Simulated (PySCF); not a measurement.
# Cu: excitation energy

Cu [Ar] 3d10 4s1 (2S) → Cu [Ar] 3d10 4p1 (2P), as a difference of total energies. All numbers are calculated (PySCF 2.14, scalar relativity by spin-free X2C-1e, in x2c-TZVPPall (6s5p4d2f1g, 64 functions)). Correlated levels: valence: [Ar] frozen; valence and next inner shell: [Ne] frozen. The calculations carry no spin-orbit coupling.

```tsv
method	excitation energy (eV)
UHF	4.174
LDA	4.723
PBE	4.527
PBE0	4.436
r2SCAN	4.403
wB97X	4.615
M06	4.731
BHandHLYP	4.468
M06-L	4.403
MP2 (valence)	4.456
SCS-MP2 (valence)	4.438
MP2 (valence and next inner shell)	4.509
SCS-MP2 (valence and next inner shell)	4.475
```

Question: How much does correlation contribute at MP2 (valence and next inner shell)?

Answer: 4.509 − (4.174) = 0.335 eV, measured against UHF.

Errors of the correlated levels include the incompleteness of this basis and the frozen core.

The basis was made for the ground configuration and has no added diffuse functions, so the excitation energy can come out too high.

For comparison: 3.806 eV (measured; NIST levels, between the centres of gravity of the two terms).
